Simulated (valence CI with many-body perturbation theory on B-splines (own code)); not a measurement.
## Missing levels of Tb⁶⁰⁺

Method: valence CI with perturbative core correlation (CI+MBPT): three valence electrons over a frozen Dirac-Fock core [He], radial functions for each j: 11 s, 11 p, 9 d, 7 f, 5 g, 2 h, 1 i, with the one-electron correlation potential Σ1, the two-electron term Σ2, the three-electron term Σ3, Breit, model QED; selected CI, second order for the rest (own B-spline code, finite nucleus).

The last digits are not significant, and no measured levels were compared; by estimate large intervals hold to a few tenths of a per cent, small ones and those within an open d or f shell to about a per cent.

```tsv
Level	E (eV)
(2s^2 2p1/2) J=1/2	0.0
(2s 2p1/2^2) J=1/2	218.3
(2s^2 2p3/2) J=3/2	814.2
(2s 2p1/2 2p3/2) J=3/2 [a]	966.9
(2s 2p1/2 2p3/2) J=5/2	1004.2
(2s 2p1/2 2p3/2) J=1/2	1065.3
(2s 2p1/2 2p3/2) J=3/2 [b]	?
(2p1/2^2 2p3/2) J=3/2	?
(2s 2p3/2^2) J=5/2	?
(2s 2p3/2^2) J=1/2	1891.6
(2s 2p3/2^2) J=3/2	1892.5
(2p1/2 2p3/2^2) J=3/2	2068.9
(2p1/2 2p3/2^2) J=5/2	?
(2p1/2 2p3/2^2) J=1/2	2139.2
(2p3/2^3) J=3/2	?
(2s^2 3s) J=1/2	7876.6
(2s^2 3p1/2) J=1/2	7950.2
(2s 2p1/2 3s) J=1/2 [a]	8022.7
(2s 2p1/2 3s) J=3/2	?
(2s 2p1/2 3s) J=1/2 [b]	8072.4
```

Levels are named by their leading jj configuration (3d3/2^4 stands for four electrons in 3d with j = 3/2), which in mixed levels can hold well under half, so a name can repeat and another be missing. Letters in brackets count levels of one name in rising energy.

**Question.** The levels stand in rising order. What does the calculation give for the missing energies?

**Answer.** (2s 2p1/2 2p3/2) J=3/2 [b] 1067.0; (2p1/2^2 2p3/2) J=3/2 1295.9; (2s 2p3/2^2) J=5/2 1799.0; (2p1/2 2p3/2^2) J=5/2 2090.8; (2p3/2^3) J=3/2 2921.3; (2s 2p1/2 3s) J=3/2 8046.5.
